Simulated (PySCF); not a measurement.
## Working out the ionisation energy of Cl⁺

Cl⁺ [Ne] 3s2 3p4 (3P) → Cl²⁺ [Ne] 3s2 3p3 (4S). All numbers are calculated (PySCF 2.14, the non-relativistic Hamiltonian (point nucleus), in def2-QZVPPD (10s7p5d2f1g, 79 functions)). Frozen: 1s2. Energies in hartree (1 hartree = 27.21139 eV):

```csv
part,Cl⁺ (lower),Cl²⁺ (upper)
UHF,-459.057255,-458.226989
MP2 opposite-spin,-0.231085,-0.201248
MP2 same-spin,-0.087362,-0.083982
```

Question: What does Hartree-Fock give?

Answer: (-458.226989) − (-459.057255) = 0.830266 hartree = 22.593 eV.

Question: What do MP2 and SCS-MP2 (6/5 opposite-spin, 1/3 same-spin) give?

Answer: The opposite-spin parts differ by 0.812 eV and the same-spin parts by 0.092 eV. MP2: 22.593 + (0.812) + (0.092) = 23.497 eV. SCS-MP2: 22.593 + 1.2 × (0.812) + (0.092)/3 = 23.598 eV.

Measured between the centres of the two terms (NIST): 23.771 eV, so MP2 (valence and next inner shell) is off by -0.274 eV.

What remains against the reference includes basis incompleteness, the frozen core and correlation beyond second order.
